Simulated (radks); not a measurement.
Values are calculated unless marked as measured or tabulated.
Removal energies from the gadolinium ion Gd8+, [Kr] 4d10 4f4 5s2 5p4, by Delta-SCF beside the eigenvalue of the level emptied. Level of theory: scalar-relativistic Kohn-Sham, PBE, spin-polarised, spherical densities, finite nucleus; Fermi nuclear charge, rms radius of each element as measured or else 0.836 A^(1/3) + 0.57 fm (a radial shooting solver on a logarithmic mesh with Libxc functionals). Open shells are filled with parallel spins first.

removed from    final configuration  Delta-SCF (eV)  -eigenvalue (eV)
5p            [Kr] 4d10 4f4 5s2 5p3          138.94            131.22
4f            [Kr] 4d10 4f3 5s2 5p4          152.81            139.22
5s            [Kr] 4d10 4f4 5s1 5p4          167.26            158.79
4d             [Kr] 4d9 4f4 5s2 5p4          292.11            277.91
